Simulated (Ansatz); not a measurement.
Geometry optimisation, Ansatz, RKS PBE0/def2-SVP.

The input (input.yaml):

```yaml
crystal:
  periodic: [false, false, false]
  atoms:
    - { symbol: O, position_ang: [-1.8382, 0.0608, 1.0977] }
    - { symbol: Si, position_ang: [-0.8661, 0.806, -0.0986] }
    - { symbol: Sn, position_ang: [1.0471, -0.7232, -0.5538] }
    - { symbol: Cl, position_ang: [2.3174, -1.0909, 1.4687] }
    - { symbol: H, position_ang: [-1.3, -0.0324, 1.8567] }
    - { symbol: H, position_ang: [-1.6187, 1.029, -1.3434] }
    - { symbol: H, position_ang: [-0.3353, 2.1046, 0.3951] }
    - { symbol: H, position_ang: [0.5252, -2.2312, -1.1724] }
    - { symbol: H, position_ang: [2.1571, 0.031, -1.6671] }
basis:
  gaussian: { orbitals: def2-SVP }
hamiltonian:
  xc: pbe0
relax:
  f_tol: 0.015
  max_steps: 40
```

Command:

```bash
$ ansatz run input.yaml --threads 2 --pin off --max-ram 3072MiB --backend cpu --events-out ev --progress --plain --runs-dir out
```

**Question.** Where does it end, and by what steps?

**Answer.** It converged. After 24 steps the energy has fallen by 0.275 eV; Cl4 moved furthest, 1.02 Å.

| step | energy less start (eV) | largest force component (eV/Å) | accepted |
| --- | --- | --- | --- |
| 0 | 0.0000 | 2.245 | yes |
| 1 | -0.1188 | 0.892 | yes |
| 2 | -0.1697 | 0.647 | yes |
| 3 | -0.1314 | 0.777 | no |
| 4 | -0.2035 | 0.381 | yes |
| 5 | -0.2099 | 0.077 | yes |
| 6 | -0.2143 | 0.083 | yes |
| 7 | -0.2210 | 0.563 | yes |
| 8 | -0.2335 | 0.374 | yes |
| 9 | -0.2448 | 0.183 | yes |
| 10 | -0.2544 | 0.288 | yes |
| 11 | -0.2617 | 0.196 | yes |
| 12 | -0.2662 | 0.261 | yes |
| 13 | -0.2686 | 0.254 | yes |
| 14 | -0.2707 | 0.189 | yes |
| 15 | -0.2722 | 0.108 | yes |
| 16 | -0.2732 | 0.095 | yes |
| 17 | -0.2740 | 0.094 | yes |
| 18 | -0.2747 | 0.046 | yes |
| 19 | -0.2749 | 0.068 | yes |
| 20 | -0.2750 | 0.045 | yes |
| 21 | -0.2751 | 0.036 | yes |
| 22 | -0.2751 | 0.025 | yes |
| 23 | -0.2751 | 0.013 | no |
| 24 | -0.2751 | 0.007 | yes |

```xyz
9
Properties=species:S:1:pos:R:3
O -1.359 0.408 1.413
Si -0.936 0.892 -0.116
Sn 1.023 -0.683 -0.715
Cl 1.356 -1.427 1.546
H -0.685 -0.124 1.866
H -2.088 0.725 -1.046
H -0.468 2.309 -0.178
H 0.710 -2.116 -1.600
H 2.535 -0.031 -1.188
```

Whether the end is a true minimum wasn't checked by a vibrational analysis.

The run took 76 s on 2 threads of Intel(R) Xeon(R) Platinum 8488C (Sapphire Rapids), on a shared host, peak memory 0.26 GiB.
